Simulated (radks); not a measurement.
Ionisation ladder of ytterbium, from Yb XLV to Yb LXVI. Each ion is in the ground configuration listed by NIST, and IE = E(next ion) - E(this ion). Method: scalar-relativistic Kohn-Sham, r2SCAN, spin-polarised, spherical densities, finite nucleus; open shells are filled with parallel spins first (spin-orbit coupling, left out, can overturn this in heavy ions); meta-GGA in the generalised Kohn-Sham scheme; Fermi nuclear charge, rms radius 5.3108 fm; computed with a radial shooting solver on a logarithmic mesh with Libxc functionals.

| species | configuration | E (hartree) | IE, Delta-SCF (eV) | -e(HOMO) (eV) | HOMO | IE, NIST (eV) | kind | error (eV) |
|---|---|---|---|---|---|---|---|---|
| Yb XLV | [Ar] 3d8 | -12641.1755 | 3700.3 | 3643.9 | 3d down | 3677 | theory | +23.3 |
| Yb XLVI | [Ar] 3d7 | -12505.1901 | 3817.1 | 3760.4 | 3d down | 3805 | theory | +12.1 |
| Yb XLVII | [Ar] 3d6 | -12364.9126 | 3934.4 | 3877.5 | 3d down | 3929 | theory | +5.4 |
| Yb XLVIII | [Ar] 3d5 | -12220.3269 | 4099.1 | 4039.5 | 3d up | 4051 | theory | +48.1 |
| Yb XLIX | [Ar] 3d4 | -12069.6893 | 4222.3 | 4162.3 | 3d up | 4238 | theory | -15.7 |
| Yb L | [Ar] 3d3 | -11914.5238 | 4346.2 | 4285.9 | 3d up | 4364 | theory | -17.8 |
| Yb LI | [Ar] 3d2 | -11754.8023 | 4470.8 | 4410.3 | 3d up | 4502 | theory | -31.2 |
| Yb LII | [Ar] 3d1 | -11590.5023 | 4595.8 | 4535.1 | 3d up | 4630 | theory | -34.2 |
| Yb LIII | [Ar] | -11421.6095 | 5077.7 | 5025.5 | 3p | 4988 | theory | +89.7 |
| Yb LIV | [Ne] 3s2 3p5 | -11235.0064 | 5186.5 | 5134.8 | 3p down | 5101 | theory | +85.5 |
| Yb LV | [Ne] 3s2 3p4 | -11044.4044 | 5292.9 | 5242.8 | 3p down | 5224 | theory | +68.9 |
| Yb LVI | [Ne] 3s2 3p3 | -10849.8936 | 5446.5 | 5392.5 | 3p up | 5339 | theory | +107.5 |
| Yb LVII | [Ne] 3s2 3p2 | -10649.7400 | 5558.0 | 5504.5 | 3p up | 5731 | theory | -173.0 |
| Yb LVIII | [Ne] 3s2 3p1 | -10445.4887 | 5667.0 | 5615.1 | 3p up | 5860 | theory | -193.0 |
| Yb LIX | [Ne] 3s2 | -10237.2312 | 6121.6 | 6081.3 | 3s | 6111 | theory | +10.6 |
| Yb LX | [Ne] 3s1 | -10012.2677 | 6245.3 | 6204.7 | 3s up | 6236 | theory | +9.3 |
| Yb LXI | [Ne] | -9782.7580 | 14134.3 | 13989.1 | 2p | 13784 | theory | +350.3 |
| Yb LXII | [He] 2s2 2p5 | -9263.3314 | 14433.0 | 14289.9 | 2p down | 14093 | theory | +340.0 |
| Yb LXIII | [He] 2s2 2p4 | -8732.9290 | 14723.0 | 14585.2 | 2p down | 14435 | theory | +288.0 |
| Yb LXIV | [He] 2s2 2p3 | -8191.8696 | 15156.4 | 15005.2 | 2p up | 14752 | theory | +404.4 |
| Yb LXV | [He] 2s2 2p2 | -7634.8838 | 15464.4 | 15315.4 | 2p up | 16191 | theory | -726.6 |
| Yb LXVI | [He] 2s2 2p1 | -7066.5782 | 15763.5 | 15619.9 | 2p up | 16570 | theory | -806.5 |

Reference values: NIST Atomic Spectra Database (exp. = measured, semi-emp. = semi-empirical, theory = theoretical value adopted there). The ionisation energy per charge of the ion left behind rises most, in proportion, at Yb LXI ([Ne]), from 104.09 to 231.71 eV. Open shells are spherical and high-spin; term and fine-structure splittings are not resolved. Spin-orbit splitting is averaged out at the scalar-relativistic level.
